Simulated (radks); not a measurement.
Results of a calculation; reference values are marked as such.
Problem. Code: a radial shooting solver on a logarithmic mesh with Libxc functionals. Model: non-relativistic Kohn-Sham, PBE, spin-polarised, spherical densities, point nucleus; open shells are filled with parallel spins first. Response by self-consistent Sternheimer equations with the Hartree and adiabatic LDA kernel. Rank Be+, Ne7+, C3+, F6+, Li, N4+, O5+, B2+ (NIST ground configurations) by static dipole polarisability, largest first.

Solution. Li 137.7, Be+ 20.49, B2+ 6.582, C3+ 2.905, N4+ 1.531, O5+ 0.9037, F6+ 0.5774, Ne7+ 0.3910 bohr^3.
